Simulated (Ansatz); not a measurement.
A nudged elastic band was laid between two geometries of CH₆SSi₂ (10 atoms, charge 0, multiplicity 1).

Level of theory: Ansatz, RHF/def2-SVP.

```yaml
movable_images: 7
climbing_image: yes
spring: 5.0 eV/Å²
optimiser: quadratic models (default)
start_path: through a guess of the saddle point
force_threshold: 0.03 eV/Å
iteration_limit: 60
end_points: relaxed
```

First end point:

```xyz
10
Properties=species:S:1:pos:R:3
Si -1.402 0.791 -0.849
Si -0.101 -0.723 0.398
C 1.655 -0.292 0.804
S 1.580 -1.560 -0.569
H -0.488 1.709 -1.568
H -2.286 1.573 0.050
H -2.240 0.051 -1.821
H -0.824 -1.575 1.361
H 2.108 -0.678 1.711
H 2.081 0.654 0.487
```

Last end point:

```xyz
10
Properties=species:S:1:pos:R:3
Si -1.384 0.769 -0.899
Si 0.039 -0.827 0.086
C 1.484 -0.258 1.095
S 2.042 -0.868 -0.583
H -1.784 0.318 -2.252
H -0.654 2.054 -0.991
H -2.603 0.948 -0.072
H -0.578 -2.114 0.460
H 1.847 -0.874 1.912
H 1.672 0.800 1.247
```

Problem. What changes between the two ends?

Solution. No bond is made or broken. The dihedral H5–Si1–Si2–S4 goes from -44 to 77°. The two ends are copies of one structure, up to a mirror image or an exchange of like atoms.

Problem. Give the energies along the band, and the barrier.

Solution. The run converged. The highest image is number 4 of 0 to 8, 0.042 eV above the ends, which have the same energy within 2 meV. A vibrational analysis at the climbing image gives one clearly imaginary mode, 97i cm⁻¹: a first-order saddle point.

```json
{"image": "0", "path coordinate (Å)": "0.00", "energy (eV)": "0.000", "dihedral H5–Si1–Si2–S4 (°)": "-44"}
{"image": "1", "path coordinate (Å)": "0.53", "energy (eV)": "0.005", "dihedral H5–Si1–Si2–S4 (°)": "-29"}
{"image": "2", "path coordinate (Å)": "1.06", "energy (eV)": "0.019", "dihedral H5–Si1–Si2–S4 (°)": "-14"}
{"image": "3", "path coordinate (Å)": "1.59", "energy (eV)": "0.035", "dihedral H5–Si1–Si2–S4 (°)": "2"}
{"image": "4", "path coordinate (Å)": "2.12", "energy (eV)": "0.042", "dihedral H5–Si1–Si2–S4 (°)": "17"}
{"image": "5", "path coordinate (Å)": "2.63", "energy (eV)": "0.037", "dihedral H5–Si1–Si2–S4 (°)": "32"}
{"image": "6", "path coordinate (Å)": "3.15", "energy (eV)": "0.022", "dihedral H5–Si1–Si2–S4 (°)": "47"}
{"image": "7", "path coordinate (Å)": "3.67", "energy (eV)": "0.006", "dihedral H5–Si1–Si2–S4 (°)": "61"}
{"image": "8", "path coordinate (Å)": "4.19", "energy (eV)": "0.000", "dihedral H5–Si1–Si2–S4 (°)": "77"}
```

Problem. What is the geometry of the highest image?

Solution. 
```xyz
10
Properties=species:S:1:pos:R:3
Si -1.392 0.769 -0.908
Si -0.007 -0.806 0.184
C 1.551 -0.245 1.020
S 1.934 -1.135 -0.580
H -0.858 1.051 -2.259
H -1.429 2.023 -0.118
H -2.769 0.229 -1.018
H -0.701 -1.964 0.781
H 1.914 -0.773 1.896
H 1.841 0.800 1.005
```

Problem. What are the harmonic wavenumbers there?

Solution. 97i, 135, 165, 413, 547, 557, 573, 593, 668, 792, 852, 891, 979, 1018, 1020, 1032, 1105, 1533, 2325, 2329, 2346, 2355, 3267, 3361 cm⁻¹.

The run took 91 s on 1 thread of Arm Neoverse V1 (shared host), peak memory 0.2 GiB.
